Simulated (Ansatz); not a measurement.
thiourea (SMILES NC(N)=S) moved off its minimum; all values from Ansatz (a quantum-chemistry and plane-wave program), cores frozen in correlated methods.
(charge 0, multiplicity 1)
```xyz
8

N      0.81304    -1.29171    -0.49280
C     -0.02532    -0.41524     0.07180
N     -1.20737    -0.78511     0.32383
S      0.33457     1.36551     0.04973
H      0.57735    -2.25326    -0.19745
H      1.78569    -0.90177    -0.53281
H     -1.50508    -1.59689    -0.20318
H     -2.03879    -0.28385     0.46355
```

Task: Give the forces (eV/Å), the total energy and the dipole at CCSD(T)/aug-cc-pV(T+d)Z.

Result: 
```
atom      Fx      Fy      Fz
----  ------  ------  ------
N1     1.099  -0.621   0.637
C2     3.390   6.916  -1.774
N3    -4.339  -4.263   0.221
S4    -0.052  -2.671   0.468
H5     1.141   0.485  -0.490
H6    -1.275  -1.151   0.059
H7     0.214  -0.639   0.261
H8    -0.177   1.945   0.618
```
Energy -547.5113 hartree, dipole 6.00 D.
